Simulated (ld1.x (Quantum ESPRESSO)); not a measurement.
# Ag (Z = 47): one change to an RRKJ potential, before and after

ld1.x (Quantum ESPRESSO) 7.5 input, shortened:

```
&input
   title='Ag', zed=47., rel=1, dft='PBE', iswitch=3,
   config='[Kr] 4d9 5s2 5p0'
 /
 &inputp
   pseudotype=2, tm=.false., lloc=0,
   nlcc=.false.
 /
3
4P  2  1   6.00   0.00  1.65  1.65  0.0
4D  3  2   9.00   0.00  1.90  1.90  0.0
5S  1  0   2.00   0.00  2.20  2.20  0.0
 &test
   configts(1)='4p6 4d9 5s2 5p0'
 /
```

All-electron outer shells of the reference configuration (PBE, scalar-relativistic, ld1.x):

```json
{"shell": "3d", "level (eV)": "-362.96", "outermost node (bohr)": "–", "outermost maximum (bohr)": "0.27"}
{"shell": "4s", "level (eV)": "-99.20", "outermost node (bohr)": "0.44", "outermost maximum (bohr)": "0.82"}
{"shell": "4p", "level (eV)": "-62.55", "outermost node (bohr)": "0.44", "outermost maximum (bohr)": "0.87"}
{"shell": "4d", "level (eV)": "-10.71", "outermost node (bohr)": "0.43", "outermost maximum (bohr)": "1.03"}
{"shell": "5s", "level (eV)": "-5.55", "outermost node (bohr)": "1.10", "outermost maximum (bohr)": "2.40"}
{"shell": "5p", "level (eV)": "-1.23", "outermost node (bohr)": "1.24", "outermost maximum (bohr)": "3.40"}
```

Change: wave 4d (bound): rc 1.90 bohr becomes 4d (bound): rc 1.68 bohr.

Cutoffs: the cutoffs (Ry, on a coarse ladder) from which the occupation-weighted sum of valence levels, in a spherical-Bessel basis at the reference potential, stays within 10 and 1 mRy of its value at 400 Ry; they do not see the model core or the augmentation charge, which bear on the density cutoff. Errors are all-electron minus pseudo energies relative to the spin-unpolarised reference configuration.

How do hardness, ghosts and transferability respond?

The potential gets neither clearly harder nor softer (45 Ry and 70 Ry → 55 Ry and 60 Ry); of the 7 tests that both files solve, the error grows in 5 and shrinks in 1 by more than 15 % and 0.3 meV (median size 100.3 → 102.9 meV); neither file shows a bound ghost at the reference potential, the only one tested.

```tsv
quantity	base	changed
cutoff, loose	45 Ry	55 Ry
cutoff, tight	70 Ry	60 Ry
loose cutoff by channel (10 mRy a level)	p 35 Ry, d 40 Ry, s 8 Ry	p 35 Ry, d 50 Ry, s 8 Ry
bound ghosts	none	none
error for 4p6 4d10 5s1 5p0, meV [ΔE -4.08 eV]	-87	-103
error for 4p6 4d10 5s0 5p0, meV [ΔE 3.68 eV]	-125	-154
error for 4p6 4d9 5s0 5p0, meV [ΔE 25.79 eV]	-26	-30
error for 4p6 4d10 5s0.5 5p0, meV [ΔE -1.06 eV]	-104	-126
error for 4p6 4d9 5s1 5p0, meV [ΔE 9.07 eV]	-4.6	-5.4
error for 4p6 4d8 5s0 5p0, meV [ΔE 61.99 eV]	-100	-99
error for 4p5 4d10 5s1 5p0, meV [ΔE 61.17 eV]	-195	-132
s: phases at 2.41 bohr within 0.05 rad from the reference energy up to (Ry; the scan ends near 5)	3.3	3.3
p: phases at 2.41 bohr within 0.05 rad from the reference energy up to (Ry; the scan ends near 5)	-1.2	-1.2
d: phases at 2.41 bohr within 0.05 rad from the reference energy up to (Ry; the scan ends near 5)	0.9	0.9
```

Base: These tests converged, but a pseudo level misses the all-electron one widely, so the file describes the atom poorly there or has found another state: 4p6 4d8 5s0 5p0: empty 5p by 2.6 eV. Changed file: These tests converged, but a pseudo level misses the all-electron one widely, so the file describes the atom poorly there or has found another state: 4p6 4d8 5s0 5p0: empty 5p by 2.6 eV.
